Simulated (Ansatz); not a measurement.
Geometry optimisation, RKS PBE/def2-SVP in Ansatz.

Input file:

```yaml
crystal:
  periodic: [false, false, false]
  atoms:
    - { symbol: Ge, position_ang: [-0.073064, -1.0e-06, -1.060672] }
    - { symbol: H, position_ang: [1.188172, -4.0e-06, 1.378331] }
    - { symbol: H, position_ang: [1.781551, 4.0e-06, 0.961997] }
    - { symbol: H, position_ang: [-0.810379, 1.147694, -0.188478] }
    - { symbol: H, position_ang: [-0.81038, -1.147694, -0.188478] }
basis:
  gaussian: { orbitals: def2-SVP }
hamiltonian:
  xc: pbe
relax:
  f_tol: 0.03
  max_steps: 50
```

Command:

```bash
$ ansatz run input.yaml --threads 1 --pin off --max-ram 2048MiB --backend cpu --events-out ev --progress --plain --runs-dir out
```

**Question.** Where does it end, and by what steps?

**Answer.** It converged. After 5 steps the energy has fallen by 0.301 eV; H2 moved furthest, 0.45 Å.

```csv
step,energy less start (eV),largest force component (eV/Å),accepted
0,0.0000,1.628,yes
1,-0.1549,0.443,yes
2,-0.2833,0.179,yes
3,-0.2392,0.858,no
4,-0.2993,0.070,yes
5,-0.3009,0.028,yes
```

```xyz
5
Properties=species:S:1:pos:R:3
Ge 0.207 0.000 -0.780
H 0.818 0.000 1.122
H 1.479 0.000 0.630
H -0.614 1.160 -0.035
H -0.614 -1.160 -0.035
```

Run time: 6 s on 1 thread of Arm Neoverse V1 (shared host), peak memory 0.095 GiB.
